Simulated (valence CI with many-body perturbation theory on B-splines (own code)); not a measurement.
**E1 line list for In XXXVI**

Method: valence CI with perturbative core correlation (CI+MBPT): four valence electrons over a frozen Dirac-Fock core [Ne], a basis of 11 s, 11 p, 9 d, 7 f, 5 g, 2 h, 1 i functions for each j, with the one-electron correlation potential Σ1, the two-electron term Σ2, the three-electron term Σ3, Breit, model QED; selected CI, second order for the rest (own B-spline code, finite nucleus).

The last digits are not significant, and no measured levels were compared; by estimate large intervals hold to a few tenths of a per cent, small ones and those within an open d or f shell to about a per cent.

Lines 101 to 150 of 240 in falling wavelength, among levels below 2984500 cm⁻¹, chosen from the strongest by gf and those to the six lowest levels. Wavelengths and rates use the calculated energies. Electric multipoles are in the length gauge, E1 and E2 with the static RPA response of the core. Weak lines are less certain than strong ones. Lines between different terms over intervals too small for the method are left out, as are lines whose strength nearly cancels. The highest levels of a list are the least certain.

Levels are named by their leading jj configuration (3d3/2^4 stands for four electrons in 3d with j = 3/2), which in mixed levels can hold well under half, so a name can repeat and another be missing. Letters in brackets count levels of one name in rising energy.

```tsv
λ vac (nm)	Upper	Lower	A (s⁻¹)	S (a.u.)
8.371	(3s 3p1/2 3p3/2 3d3/2) J=1 [d]	(3s^2 3p1/2 3d3/2) J=1	2.68e+10	2.33e-02
8.365	(3s^2 3p1/2 3d5/2) J=2	(3s^2 3p1/2 3p3/2) J=2	8.68e+09	1.25e-02
8.346	(3s 3p1/2 3p3/2 3d3/2) J=2 [c]	(3s^2 3p1/2 3d3/2) J=2	4.92e+10	7.05e-02
8.339	(3s 3p1/2 3p3/2 3d5/2) J=1 [b]	(3s^2 3p1/2 3d5/2) J=2	2.05e+10	1.76e-02
8.338	(3s^2 3p3/2 3d5/2) J=1	(3s^2 3p3/2^2) J=0	8.50e+09	7.30e-03
8.323	(3s 3p1/2 3p3/2 3d3/2) J=2 [a]	(3s 3p1/2^2 3p3/2) J=1	2.87e+10	4.08e-02
8.318	(3s 3p1/2 3p3/2 3d3/2) J=0 [a]	(3s 3p1/2^2 3p3/2) J=1	2.18e+10	6.18e-03
8.300	(3s^2 3p1/2 3d5/2) J=3	(3s^2 3p1/2 3p3/2) J=2	5.08e+10	1.00e-01
8.275	(3s 3p1/2 3p3/2 3d5/2) J=2 [e]	(3s 3p1/2 3p3/2^2) J=1 [b]	4.63e+10	6.48e-02
8.274	(3s 3p1/2^2 3p3/2) J=1	(3s^2 3p1/2^2) J=0	4.50e+10	3.78e-02
8.268	(3s^2 3p1/2 3d3/2) J=1	(3s^2 3p1/2 3p3/2) J=1	1.83e+10	1.53e-02
8.267	(3s 3p1/2 3p3/2^2) J=0	(3s^2 3p1/2 3p3/2) J=1	4.70e+10	1.31e-02
8.267	(3s 3p1/2^2 3d5/2) J=2	(3s 3p1/2^2 3p3/2) J=2	2.00e+10	2.78e-02
8.259	(3s 3p1/2 3p3/2 3d3/2) J=2 [c]	(3s 3p1/2 3p3/2^2) J=2 [a]	8.00e+09	1.11e-02
8.255	(3s 3p1/2 3p3/2 3d5/2) J=1 [a]	(3s 3p1/2 3p3/2^2) J=2 [a]	2.60e+10	2.16e-02
8.209	(3s 3p1/2 3p3/2 3d3/2) J=0 [b]	(3s^2 3p1/2 3d3/2) J=1	7.65e+10	2.09e-02
8.182	(3s 3p1/2 3p3/2 3d5/2) J=2 [d]	(3s 3p1/2 3p3/2^2) J=2 [b]	8.50e+09	1.15e-02
8.171	(3s 3p1/2 3p3/2 3d5/2) J=1 [c]	(3s 3p1/2 3p3/2^2) J=1 [a]	6.75e+10	5.45e-02
8.157	(3s 3p1/2 3p3/2 3d3/2) J=2 [e]	(3s^2 3p1/2 3d5/2) J=2	4.59e+09	6.14e-03
8.145	(3s 3p1/2 3p3/2 3d5/2) J=2 [c]	(3s 3p1/2 3p3/2^2) J=1 [a]	4.63e+10	6.18e-02
8.129	(3s 3p1/2 3p3/2 3d5/2) J=1 [b]	(3s 3p1/2 3p3/2^2) J=0	5.34e+10	4.25e-02
8.128	(3s 3p1/2 3p3/2 3d5/2) J=0	(3s 3p1/2 3p3/2^2) J=1 [a]	8.97e+10	2.38e-02
8.127	(3s 3p1/2 3p3/2^2) J=1 [a]	(3s^2 3p1/2 3p3/2) J=2	1.74e+10	1.38e-02
8.111	(3s 3p1/2 3p3/2 3d5/2) J=2 [b]	(3s 3p1/2 3p3/2^2) J=3	8.02e+10	1.06e-01
8.095	(3s 3p3/2^2 3d3/2) J=1	(3s 3p1/2 3p3/2^2) J=1 [b]	7.64e+10	6.00e-02
8.079	(3s 3p1/2 3p3/2 3d5/2) J=2 [e]	(3s 3p1/2 3p3/2^2) J=2 [b]	1.14e+11	1.48e-01
8.061	(3s^2 3p1/2 3d5/2) J=2	(3s^2 3p1/2 3p3/2) J=1	6.33e+10	8.18e-02
7.981	(3s 3p1/2 3p3/2 3d3/2) J=2 [b]	(3s 3p1/2^2 3p3/2) J=1	4.39e+10	5.51e-02
7.978	(3s 3p1/2 3p3/2 3d5/2) J=2 [c]	(3s^2 3p1/2 3d5/2) J=3	1.55e+10	1.94e-02
7.978	(3p1/2^2 3p3/2^2) J=0	(3s 3p1/2^2 3p3/2) J=1	5.73e+10	1.44e-02
7.956	(3s 3p1/2 3p3/2 3d3/2) J=2 [e]	(3s^2 3p1/2 3d3/2) J=1	7.59e+10	9.43e-02
7.944	(3s 3p1/2 3p3/2 3d5/2) J=1 [c]	(3s^2 3p1/2 3d5/2) J=2	3.85e+10	2.86e-02
7.925	(3s 3p1/2 3p3/2 3d5/2) J=3 [e]	(3s^2 3p1/2 3d5/2) J=3	1.08e+11	1.85e-01
7.921	(3s 3p1/2 3p3/2 3d5/2) J=4 [c]	(3s 3p1/2 3p3/2^2) J=3	3.54e+10	7.81e-02
7.919	(3s 3p1/2 3p3/2 3d5/2) J=2 [c]	(3s^2 3p1/2 3d5/2) J=2	1.58e+10	1.94e-02
7.910	(3s 3p3/2^2 3d3/2) J=2	(3s 3p1/2 3p3/2^2) J=1 [b]	1.76e+10	2.15e-02
7.907	(3s 3p3/2^2 3d3/2) J=1	(3s 3p1/2 3p3/2^2) J=2 [b]	2.25e+10	1.65e-02
7.874	(3s 3p1/2 3p3/2 3d5/2) J=2 [d]	(3s 3p1/2 3p3/2^2) J=1 [a]	5.93e+09	7.14e-03
7.859	(3s 3p1/2 3p3/2 3d3/2) J=3 [b]	(3s^2 3p1/2 3d3/2) J=2	1.25e+11	2.10e-01
7.840	(3s 3p1/2 3p3/2^2) J=1 [a]	(3s^2 3p1/2 3p3/2) J=1	3.68e+10	2.63e-02
7.823	(3s 3p1/2 3p3/2^2) J=2 [b]	(3s^2 3p1/2 3p3/2) J=2	1.24e+11	1.47e-01
7.776	(3s 3p1/2 3p3/2 3d5/2) J=3 [c]	(3s 3p1/2 3p3/2^2) J=3	2.81e+10	4.57e-02
7.753	(3s 3p1/2 3p3/2 3d5/2) J=1 [c]	(3s 3p1/2 3p3/2^2) J=0	1.50e+10	1.04e-02
7.753	(3s 3p1/2 3p3/2 3d5/2) J=1 [c]	(3s^2 3p1/2 3d3/2) J=1	1.78e+10	1.23e-02
7.731	(3s 3p3/2^2 3d3/2) J=2	(3s 3p1/2 3p3/2^2) J=2 [b]	3.59e+10	4.09e-02
7.730	(3s 3p1/2 3p3/2 3d5/2) J=2 [c]	(3s^2 3p1/2 3d3/2) J=1	6.15e+10	7.01e-02
7.729	(3s 3p1/2 3p3/2 3d3/2) J=1 [c]	(3s^2 3p1/2 3d3/2) J=2	1.66e+11	1.14e-01
7.718	(3s 3p1/2 3p3/2 3d5/2) J=2 [d]	(3s^2 3p1/2 3d5/2) J=3	1.45e+11	1.64e-01
7.694	(3s^2 3p3/2 3d5/2) J=1	(3s^2 3p3/2^2) J=2	1.56e+11	1.05e-01
7.663	(3s 3p1/2 3p3/2 3d5/2) J=2 [d]	(3s^2 3p1/2 3d5/2) J=2	7.09e+10	7.87e-02
```
